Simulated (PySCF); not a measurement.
Species: C₅H₁₁F₂NSi.
Z-matrix (Å and degrees, PBE0-D3(BJ)/def2-SVP geometry), rows numbered from 1:
```
F 
C   1  1.3669
F   2  1.3599  1  107.81
Si  2  1.9211  1  108.95  3  -119.70
N   4  1.7220  2  109.31  1   -56.60
C   5  1.4605  4  125.74  2  -130.85
C   6  1.5260  5  103.85  4   176.66
C   7  1.5245  6  102.64  5    32.66
C   5  1.4629  4  122.41  2    59.90
H   2  1.1068  1  107.25  3   115.79
H   4  1.4917  2  108.70  1  -175.23
H   4  1.4978  2  104.95  1    66.19
H   6  1.1031  5  111.98  4    55.59
H   6  1.1081  5  112.00  4   -64.53
H   7  1.0997  6  112.75  5   155.49
H   7  1.1026  6  109.94  5   -84.24
H   8  1.0996  7  113.67  6  -161.84
H   8  1.1025  7  110.00  6    77.20
H   9  1.1063  5  111.44  4   -81.80
H   9  1.1042  5  111.74  4    37.28
```

Level: PBE0/pcSseg-1 in PySCF, non-relativistic, on one gas-phase PBE0-D3(BJ)/def2-SVP geometry that isn't relaxed in the solvent. The solvent is an IEF-PCM continuum (Bondi radii, 1.10 Å for H, scaled by 1.2). Specific hydrogen bonds and non-electrostatic terms are outside this model.

Gas phase at PBE0/pcSseg-1: HOMO -6.36 eV, LUMO 0.75 eV, dipole 3.08 D.

Q: What does the continuum do to the energy, the frontier levels and the dipole at PBE0/pcSseg-1 in methanol and acetonitrile?

A: 
```
     solvent      ε  E(solvent) − E(gas) (kcal/mol)  polarisation term (kcal/mol)  distortion of the solute (kcal/mol)  HOMO (eV)  LUMO (eV)  dipole (D)
    methanol  32.61                           -3.17                         -3.56                                 0.39      -6.17       0.87        3.67
acetonitrile  35.69                           -3.19                         -3.58                                 0.39      -6.17       0.87        3.68
```

The first energy column is the sum of the next two and covers electrostatics alone. From methanol to acetonitrile the lowering changes by a factor 1.00, Onsager's factor (ε − 1)/(2ε + 1) by 1.00 and ε itself by 1.1.

Q: Which radius a makes the point-dipole formula ΔE = −[(ε − 1)/(2ε + 1)]·μ²/a³ give the value in acetonitrile, with the gas-phase dipole?

A: μ = 1.214 au and |ΔE| = 0.00508 Eh give a = 2.74 Å; the farthest nucleus lies 4.17 Å from the centroid of the nuclei, so such a sphere wouldn't even hold the nuclei. The formula assumes a rigid point dipole at the centre of a sphere.

Q: Which Hirshfeld charges (PBE0/pcSseg-1) respond most in acetonitrile (means over atoms taken as equivalent)?

A: 
```tsv
atoms	environment	gas (e)	solvent (e)	change
H10	methine hydrogen	+0.042	+0.055	+0.013
F1/F3	fluorine of a CF2 group	-0.111	-0.122	-0.011
H15/H16/H17/H18	methylene hydrogen	+0.042	+0.044	+0.002
H11/H12	Si–H hydrogen	-0.078	-0.079	-0.001
H13/H14/H19/H20	methylene hydrogen	+0.033	+0.034	+0.001
N5	silicon-bound nitrogen	-0.181	-0.182	-0.001
C6/C9	sp3 carbon bound to nitrogen	-0.025	-0.025	0.000
Si4	SiH2 silicon	+0.351	+0.351	0.000
```

Q: Which Mayer bond orders change most in acetonitrile?

A: 
| bond | length (Å) | gas | solvent | change |
| --- | --- | --- | --- | --- |
| C2–F3 | 1.360 | 0.916 | 0.900 | -0.016 |
| Si4–N5 | 1.722 | 0.977 | 0.990 | +0.013 |
| F1–C2 | 1.367 | 0.901 | 0.889 | -0.012 |
| N5–C6 | 1.460 | 0.905 | 0.899 | -0.006 |
| Si4–H12 | 1.498 | 0.932 | 0.926 | -0.006 |
| C2–Si4 | 1.921 | 0.840 | 0.836 | -0.004 |
| C8–C9 | 1.525 | 1.023 | 1.026 | +0.003 |
| C9–N5 | 1.463 | 0.906 | 0.903 | -0.003 |

On one thread of an Arm Neoverse V1, no GPU, on a shared host, this took 48 s and 1.2 GiB of memory at its peak. This is the whole shielding run at PBE0/pcSseg-1 in acetonitrile, SCF included.
